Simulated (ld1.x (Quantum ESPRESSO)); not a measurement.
## Reading a pseudo-wave (zinc)

Columns: radius, all-electron u(r) and pseudo u(r) of the 3d shell (level -19.87 eV) of zinc in the configuration [Ar] 3d10 4s1 4p0; PW91, scalar-relativistic, ultrasoft scheme, ld1.x (Quantum ESPRESSO) 7.5.

| r (bohr) | all-electron | pseudo |
| --- | --- | --- |
| 0.110 | 0.1505 | 0.0054 |
| 0.220 | 0.5140 | 0.0409 |
| 0.330 | 0.8180 | 0.1246 |
| 0.440 | 0.9860 | 0.2558 |
| 0.550 | 1.0395 | 0.4148 |
| 0.660 | 1.0199 | 0.5704 |
| 0.770 | 0.9618 | 0.6907 |
| 0.880 | 0.8868 | 0.7551 |
| 0.990 | 0.8072 | 0.7602 |
| 1.100 | 0.7292 | 0.7195 |
| 1.210 | 0.6557 | 0.6553 |
| 1.320 | 0.5880 | 0.5881 |
| 1.430 | 0.5265 | 0.5265 |
| 1.540 | 0.4709 | 0.4709 |
| 1.650 | 0.4210 | 0.4210 |
| 1.760 | 0.3762 | 0.3762 |
| 1.870 | 0.3360 | 0.3360 |
| 1.980 | 0.3001 | 0.3001 |
| 2.090 | 0.2680 | 0.2680 |
| 2.200 | 0.2392 | 0.2392 |
| 2.310 | 0.2135 | 0.2135 |
| 2.420 | 0.1905 | 0.1905 |
| 2.530 | 0.1699 | 0.1699 |
| 2.640 | 0.1514 | 0.1514 |
| 2.750 | 0.1350 | 0.1350 |
| 2.860 | 0.1202 | 0.1202 |

How many radial nodes do the two functions have?

The all-electron 3d function has n − l − 1 = 0; the pseudo-wave has 0.

At about which radius was the pseudo-wave matched?

1.35 bohr. The columns agree to 0.0005 from 1.21 bohr on; several derivatives are matched, so the curves merge somewhat inside the radius.

Is the pseudo-wave norm-conserving?

No, it belongs to an ultrasoft set: the norm inside the radius is not constrained, and the difference is carried by the augmentation charge.
